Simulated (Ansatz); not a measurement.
Consider the redistribution: `FC(F)(F)C1=CC(C(F)(F)F)=[O+][B-](Cl)(Cl)O1` + `C[Se][Al]([Cl])[Cl]` → `C[Se]B(Cl)Cl` + `FC(F)(F)C1=CC(C(F)(F)F)=[O+][Al-]([Cl])([Cl])[O]1`.

Calculated with Ansatz (gas phase, PBE0-D4/def2-TZVP geometries, no zero-point term in ΔE). CCSD(T)/CBS is the MP2 limit (def2-TZVPP, def2-QZVPP) plus CCSD(T) − MP2 in def2-TZVPP, frozen cores. Functionals use def2-TZVPP. B3LYP here is the variant with VWN-RPA as its local correlation; programs differ in this. HSE06 is defined as in plane-wave codes. For Se outer-core shells are correlated without core-valence functions, which leaves a few kJ/mol of doubt a bond. Scalar relativity is left out up to krypton. One conformer a species, not always the lowest.

```tsv
level	ΔE (kJ/mol)	difference from CCSD(T)/CBS
PBE-D4	-81.6	7.5
B97M-V	-93.6	-4.5
B3LYP-D4	-93.7	-4.6
r2SCANh-D4	-91.9	-2.8
ωB97X-V	-86.4	2.7
B2PLYP	-92.9	-3.8
revPBE	-84.9	4.2
r2SCAN	-92.5	-3.4
PBE0	-83.0	6.1
r2SCANh	-92.0	-2.9
HSE06	-82.4	6.7
BHLYP	-94.9	-5.8
LC-ωPBE	-83.4	5.7
HF/def2-SVP	-98.9	-9.8
HF/def2-TZVPP	-100.0	-10.9
MP2/CBS(def2)	-89.4	-0.3
CCSD(T)/CBS	-89.1	0
```

Largest T1 diagnostic among the species: 0.015.

In def2-TZVPP, CCSD(T) changes the Hartree–Fock value by +11.2 kJ/mol (the triples alone add +2.0 kJ/mol) and MP2 by +10.8 kJ/mol. Leaving LDA and LC-ωPBE aside and taking each functional with its dispersion term where it has one, the values, not all of them listed here, spread over 14.2 kJ/mol, from BHLYP-D4 to PBE-D4. LDA lies +13.1 kJ/mol from PBE without D4.
